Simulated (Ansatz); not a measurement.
## Molecular dynamics of BrHOZn

input.yaml

```yaml
crystal:
  periodic: [false, false, false]
  atoms:
    - { symbol: O, position_ang: [-0.898725, 0.92198, -0.366816] }
    - { symbol: Zn, position_ang: [0.380547, -0.148197, 0.248338] }
    - { symbol: Br, position_ang: [2.049047, -1.359783, 1.131416] }
    - { symbol: H, position_ang: [-1.475369, 0.5257, -1.033238] }
basis:
  gaussian: { orbitals: def2-SVP }
hamiltonian:
  xc: b3lyp
md:
  timestep: 0.5
  n_steps: 100
  ensemble: nve
  temperature: 700.0
  initial_velocities: maxwell_boltzmann
  seed: 164528
scf:
  lower_state_search: "off"
```

Command:

```bash
$ ansatz run input.yaml --threads 1 --pin off --max-ram 2048MiB --backend cpu --events-out ev --progress --plain --runs-dir out
```

It starts from a relaxed structure.

Output, in part (one step line in 4, the closing report, with atoms numbered from 0):

```
md step     0: t =     0.00 fs  T =   700.0 K  F+E_penalty+E_count = -120516.21547516 eV  E_kin = 0.180964 eV  conserved = -120516.03451116 eV  (15 SCF iters)
md step     4: t =     2.00 fs  T =   636.1 K  F+E_penalty+E_count = -120516.19854994 eV  E_kin = 0.164456 eV  conserved = -120516.03409349 eV  (14 SCF iters)
md step     8: t =     4.00 fs  T =   641.8 K  F+E_penalty+E_count = -120516.20035222 eV  E_kin = 0.165922 eV  conserved = -120516.03443004 eV  (14 SCF iters)
md step    12: t =     6.00 fs  T =   549.7 K  F+E_penalty+E_count = -120516.17626537 eV  E_kin = 0.142116 eV  conserved = -120516.03414951 eV  (14 SCF iters)
md step    16: t =     8.00 fs  T =   498.8 K  F+E_penalty+E_count = -120516.16331697 eV  E_kin = 0.128941 eV  conserved = -120516.03437633 eV  (14 SCF iters)
md step    20: t =    10.00 fs  T =   402.5 K  F+E_penalty+E_count = -120516.13826099 eV  E_kin = 0.104058 eV  conserved = -120516.03420278 eV  (14 SCF iters)
md step    24: t =    12.00 fs  T =   329.2 K  F+E_penalty+E_count = -120516.11929875 eV  E_kin = 0.085104 eV  conserved = -120516.03419456 eV  (14 SCF iters)
md step    28: t =    14.00 fs  T =   286.2 K  F+E_penalty+E_count = -120516.10834113 eV  E_kin = 0.073980 eV  conserved = -120516.03436097 eV  (14 SCF iters)
md step    32: t =    16.00 fs  T =   215.8 K  F+E_penalty+E_count = -120516.08991468 eV  E_kin = 0.055798 eV  conserved = -120516.03411687 eV  (14 SCF iters)
md step    36: t =    18.00 fs  T =   218.3 K  F+E_penalty+E_count = -120516.09083375 eV  E_kin = 0.056432 eV  conserved = -120516.03440144 eV  (14 SCF iters)
md step    40: t =    20.00 fs  T =   154.2 K  F+E_penalty+E_count = -120516.07391808 eV  E_kin = 0.039858 eV  conserved = -120516.03406042 eV  (15 SCF iters)
md step    44: t =    22.00 fs  T =   193.0 K  F+E_penalty+E_count = -120516.08437871 eV  E_kin = 0.049898 eV  conserved = -120516.03448092 eV  (22 SCF iters)
md step    48: t =    24.00 fs  T =   134.7 K  F+E_penalty+E_count = -120516.06883699 eV  E_kin = 0.034815 eV  conserved = -120516.03402242 eV  (14 SCF iters)
md step    52: t =    26.00 fs  T =   173.2 K  F+E_penalty+E_count = -120516.07927321 eV  E_kin = 0.044788 eV  conserved = -120516.03448476 eV  (22 SCF iters)
md step    56: t =    28.00 fs  T =   117.4 K  F+E_penalty+E_count = -120516.06442531 eV  E_kin = 0.030358 eV  conserved = -120516.03406699 eV  (14 SCF iters)
md step    60: t =    30.00 fs  T =   159.9 K  F+E_penalty+E_count = -120516.07572398 eV  E_kin = 0.041329 eV  conserved = -120516.03439498 eV  (14 SCF iters)
md step    64: t =    32.00 fs  T =   142.0 K  F+E_penalty+E_count = -120516.07082346 eV  E_kin = 0.036708 eV  conserved = -120516.03411546 eV  (15 SCF iters)
md step    68: t =    34.00 fs  T =   201.2 K  F+E_penalty+E_count = -120516.08638603 eV  E_kin = 0.052005 eV  conserved = -120516.03438055 eV  (14 SCF iters)
md step    72: t =    36.00 fs  T =   232.7 K  F+E_penalty+E_count = -120516.09433406 eV  E_kin = 0.060168 eV  conserved = -120516.03416569 eV  (13 SCF iters)
md step    76: t =    38.00 fs  T =   313.5 K  F+E_penalty+E_count = -120516.11528457 eV  E_kin = 0.081045 eV  conserved = -120516.03423943 eV  (14 SCF iters)
md step    80: t =    40.00 fs  T =   404.7 K  F+E_penalty+E_count = -120516.13894390 eV  E_kin = 0.104625 eV  conserved = -120516.03431850 eV  (14 SCF iters)
md step    84: t =    42.00 fs  T =   482.6 K  F+E_penalty+E_count = -120516.15898683 eV  E_kin = 0.124760 eV  conserved = -120516.03422686 eV  (14 SCF iters)
md step    88: t =    44.00 fs  T =   576.1 K  F+E_penalty+E_count = -120516.18330903 eV  E_kin = 0.148944 eV  conserved = -120516.03436492 eV  (15 SCF iters)
md step    92: t =    46.00 fs  T =   603.6 K  F+E_penalty+E_count = -120516.19017016 eV  E_kin = 0.156036 eV  conserved = -120516.03413388 eV  (14 SCF iters)
md step    96: t =    48.00 fs  T =   679.5 K  F+E_penalty+E_count = -120516.21017222 eV  E_kin = 0.175675 eV  conserved = -120516.03449703 eV  (22 SCF iters)
md step   100: t =    50.00 fs  T =   637.4 K  F+E_penalty+E_count = -120516.19885668 eV  E_kin = 0.164788 eV  conserved = -120516.03406838 eV  (14 SCF iters)
Total energy: -120516.19908516 eV, -4428.8886275658 hartree
Atom 0 at    -0.930720     0.904826    -0.354476 Å, force     0.950175     0.353588     0.796544 eV/Å
Atom 1 at     0.398250    -0.139238     0.241559 Å, force    -0.314167     0.219328    -0.080328 eV/Å
Atom 2 at     2.041362    -1.362692     1.133432 Å, force     0.110717    -0.057191     0.032658 eV/Å
Atom 3 at    -1.506623     0.447424    -0.949212 Å, force    -0.746726    -0.515725    -0.748874 eV/Å
Dipole moment:    -0.204076    -0.132038    -0.242044 e Å
```

All steps were run. The conserved energy stayed within 0.13 meV per atom of its start (net change 0.11 meV per atom), so the integration is sound. A run of 0.05 ps of so small a system gives no equilibrium averages.

The same pairs are bonded in the first frame and the last. Pairs count as bonded within 1.25 times the sum of covalent radii (0.12 Å more for H–H).

Last frame:

```xyz
4
Properties=species:S:1:pos:R:3
O -0.931 0.905 -0.354
Zn 0.398 -0.139 0.242
Br 2.041 -1.363 1.133
H -1.507 0.447 -0.949
```

The run took 2.9 min on 1 thread of Arm Neoverse V2 (shared host), peak memory 0.16 GiB.
